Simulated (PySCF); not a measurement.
**Calculated properties of `[C]1=CC=CC=CC1` [radical]**

Species: C7H7 (doublet state).
Atom-mapped SMILES: `[C:1]1=[CH:2][CH:3]=[CH:4][CH:5]=[CH:6][CH2:7]1` (hydrogens: H8 on C2; H9 on C3; H10 on C4; H11 on C5; H12 on C6; H13, H14 on C7)

PBE0-D3(BJ)/def2-SVP geometry optimisation, gas phase (PySCF):

```yaml
Rotational_constants_A_B_C: 3.984, 3.604, 2.055 GHz
Dipole_moment: 0.69 D
```

**UKS B3LYP, IGLO-III on C, pcH-1 on H, non-relativistic, mean-field spin-orbit, GIAO (PySCF)**

```yaml
Isotropic_g_value: 2.00217
Principal_g_values: 2.00158, 2.00223, 2.00269
Spin_squared_⟨S²⟩: 0.764
Largest_Mulliken_spin_population: 0.98 on C1
Largest_isotropic_hyperfine_couplings_means_over_sets_of_like_nuclei: 13C +311.9 (C1), 1H +70.2 (H8), 13C +66.5 (C3), 1H +60.9 (H13/H14), 13C +21.5 (C7) MHz
```

Monoisotopic mass from the formula: 91.0548 u.

The dipole matches unit charges of opposite sign 0.14 Å apart (1 e·Å = 4.8032 D). At 9.50 GHz, hν = g·μB·B₀ (B₀ the magnetic field) puts the centre of the isotropic spectrum, to first order, at 339.0 mT. g_iso is shifted by about -150 ppm from the free-electron value 2.002319; the principal values span 0.0011. ⟨S²⟩ is 0.014 above the pure-spin value S(S + 1) = 0.75.

Couplings of like nuclei are plain means over topologically equivalent atoms, as if these changed places fast (by rotation of a methyl-like group, say); in this geometry the members of some sets differ.

One conformer stands for the species.
